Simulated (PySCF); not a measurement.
Working out the excitation energy of I

I [Kr] 4d10 5s2 5p5 (2P) → I [Kr] 4d10 5s1 5p5 5d1 (high-spin determinant). Calculation: PySCF 2.14, in aug-cc-pVTZ-PP with ECP28MDF; scalar relativity through the core potential. Frozen: 4s2 4p6 4d10. Energies in hartree (1 hartree = 27.21139 eV):

```json
{"part": "UHF", "I (lower)": "-294.661883", "I (upper)": "-293.925091"}
{"part": "MP2 opposite-spin", "I (lower)": "-0.089536", "I (upper)": "-0.113022"}
{"part": "MP2 same-spin", "I (lower)": "-0.025892", "I (upper)": "-0.028156"}
```

Task: What does Hartree-Fock give?

Result: (-293.925091) − (-294.661883) = 0.736792 hartree = 20.049 eV.

Task: What do MP2 and SCS-MP2 (6/5 opposite-spin, 1/3 same-spin) give?

Result: The opposite-spin parts differ by -0.639 eV and the same-spin parts by -0.062 eV. MP2: 20.049 + (-0.639) + (-0.062) = 19.348 eV. SCS-MP2: 20.049 + 1.2 × (-0.639) + (-0.062)/3 = 19.262 eV.

One determinant mixes LS terms, so it does not stand for a single term.

The upper state lies above the first ionisation limit, where it may autoionise and the basis confines it.
